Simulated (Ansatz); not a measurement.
Calculated with Ansatz (gas phase, PBE0-D4/def2-TZVP geometries, no zero-point term in ΔE). CCSD(T)/CBS adds triple-zeta CCSD(T) − MP2 to the extrapolated MP2 energy (def2 sets, frozen cores). DFT in def2-TZVPP. B3LYP here is the variant with VWN-RPA as its local correlation; programs differ in this. HSE06 is defined as in plane-wave codes. For Mg, Zn outer-core shells are correlated without core-valence functions, which leaves a few kJ/mol of doubt a bond. Scalar relativity is left out up to krypton. Each species was taken in one conformer, which may not be the lowest.

Consider the redistribution: `CC(C)[O][Mg][Cl]` + `[SiH3][N]([SiH3])[Zn][Cl]` → `[SiH3][N]([SiH3])[Mg][Cl]` + `CC(C)[O][Zn][Cl]`.

`CC(C)[O][Mg][Cl]`:

Cartesian coordinates in Å:
```
C -0.664 0.483 -1.304
C 0.443 0.057 -0.353
C 0.796 1.171 0.619
O 0.080 -1.090 0.333
Mg -0.534 -2.439 1.267
Cl -1.268 -4.136 2.416
H -0.372 1.360 -1.888
H -1.568 0.731 -0.741
H -0.902 -0.327 -1.998
H 1.340 -0.161 -0.956
H -0.078 1.434 1.222
H 1.132 2.068 0.092
H 1.594 0.849 1.292
```

`[SiH3][N]([SiH3])[Zn][Cl]`:

Cartesian coordinates in Å:
```
Si -0.010 1.639 0.109
N -0.090 -0.063 -0.162
Si 0.588 -1.240 0.903
Zn -0.947 -0.654 -1.658
Cl -1.927 -1.330 -3.370
H -0.671 2.326 -1.037
H 1.398 2.117 0.203
H -0.707 2.036 1.364
H 0.350 -2.591 0.319
H 2.054 -1.047 1.075
H -0.037 -1.193 2.254
```

`[SiH3][N]([SiH3])[Mg][Cl]`:

Cartesian coordinates in Å:
```
Si 0.252 -1.405 -0.850
N -0.065 -0.020 0.106
Si 0.414 1.587 -0.238
Mg -1.051 -0.289 1.719
Cl -2.172 -0.597 3.554
H 1.705 -1.694 -1.013
H -0.366 -2.572 -0.140
H -0.349 -1.335 -2.212
H 1.892 1.766 -0.306
H -0.095 2.439 0.886
H -0.163 2.120 -1.505
```

`CC(C)[O][Zn][Cl]`:

Cartesian coordinates in Å:
```
C 0.104 -0.421 -1.370
C 0.630 0.389 -0.200
C -0.423 1.334 0.348
O 1.146 -0.444 0.810
Zn 0.146 -1.616 1.682
Cl -0.889 -3.041 2.800
H -0.210 0.221 -2.197
H -0.768 -1.012 -1.060
H 0.871 -1.107 -1.734
H 1.482 0.989 -0.552
H -1.303 0.769 0.682
H -0.758 2.047 -0.410
H -0.029 1.891 1.200
```

```tsv
level	ΔE (kJ/mol)	difference from CCSD(T)/CBS
LDA (SPW92)	24.9	-4.9
PBE-D4	22.6	-7.2
revPBE-D4	21.4	-8.4
BLYP-D4	26.2	-3.6
r2SCAN-D4	25.6	-4.2
PBE0-D4	27.7	-2.1
B3LYP-D4	30.4	0.6
r2SCANh-D4	27.5	-2.3
r2SCAN0-D4	30.0	0.2
HSE06-D4	27.3	-2.5
CAM-B3LYP-D4	33.9	4.1
ωB97X-V	30.2	0.4
ωB97M-V	30.4	0.6
B2PLYP	31.9	2.1
PBE-QIDH	31.3	1.5
PBE	23.4	-6.4
revPBE	23.4	-6.4
BLYP	27.9	-1.9
r2SCAN	25.9	-3.9
PBE0	28.3	-1.5
B3LYP	31.6	1.8
r2SCANh	27.8	-2.0
r2SCAN0	30.3	0.5
HSE06	28.0	-1.8
BHLYP	35.9	6.1
CAM-B3LYP	34.6	4.8
LC-ωPBE	33.1	3.3
RPA@PBE/def2-TZVPP	26.7	-3.1
HF/def2-SVP	50.0	20.2
MP2/def2-SVP	42.4	12.6
CCSD/def2-SVP	41.5	11.7
CCSD(T)/def2-SVP	39.6	9.8
MP2/def2-TZVPP	33.4	3.6
SCS-MP2/def2-TZVPP	33.5	3.7
CCSD/def2-TZVPP	32.0	2.2
CCSD(T)/def2-TZVPP	29.5	-0.3
HF/def2-QZVPP	38.4	8.6
SCS-MP2/def2-QZVPP	33.7	3.9
HF/CBS(def2)	38.4	8.6
CCSD/CBS(def2)	32.4	2.6
CCSD(T)/CBS	29.8	0
```

Largest T1 diagnostic among the species: 0.014.

At CCSD(T), def2-SVP lies +9.8 kJ/mol from the extrapolated value and def2-TZVPP −0.3 kJ/mol. From PBE to PBE0 (25 % exact exchange), in def2-TZVPP and without D4, ΔE moves by +5.0 kJ/mol. Leaving LDA and LC-ωPBE aside and taking each functional with its dispersion term where it has one, the values, not all of them listed here, spread over 13.7 kJ/mol, from revPBE-D4 to BHLYP-D4.

CCSD(T)/CBS has its own doubt, a few kJ/mol and more with outer-core shells, so smaller differences from it don't rank the levels.
